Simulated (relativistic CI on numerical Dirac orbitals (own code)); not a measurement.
**Crystal-field levels of Pt5+, 5d5**

Calculated by Dirac-Coulomb-Breit CI, KLI orbitals optimised for each configuration, model QED, valence Slater integrals scaled by 0.9, one configuration in a parametric crystal field (own radial code). With so little scaling, terms lie 10 to 35 % too far apart, which can change the order of excited levels.

Field parameters in Wybourne normalisation: D4h B²₀ = −7Ds, B⁴₀ = 21(Dq − Dt), B⁴₄ = 21√(5/14) Dq. The field is a parameter set, without covalency.

S is read from ⟨S²⟩ = S(S + 1).

Levels (cm⁻¹, degeneracy): 0 (2), 6752 (2), 7508 (2), 11581 (2), 13062 (2), 14138 (2), 18737 (2), 18845 (2), 21287 (2), 21979 (2), 22416 (2), 24358 (2).

(1) Which field gives this pattern?
A. D4h, 10Dq = 25600, Ds = 1770, Dt = 360 cm⁻¹
B. D4h, 10Dq = 25600, Ds = 3000, Dt = 360 cm⁻¹
C. D4h, 10Dq = 25600, Ds = -1500, Dt = 360 cm⁻¹
D. D4h, 10Dq = 25600, Ds = -270, Dt = 360 cm⁻¹

## Answers

(1) D. D4h, 10Dq = 25600, Ds = -270, Dt = 360 cm⁻¹, ground level with S = 1.08.
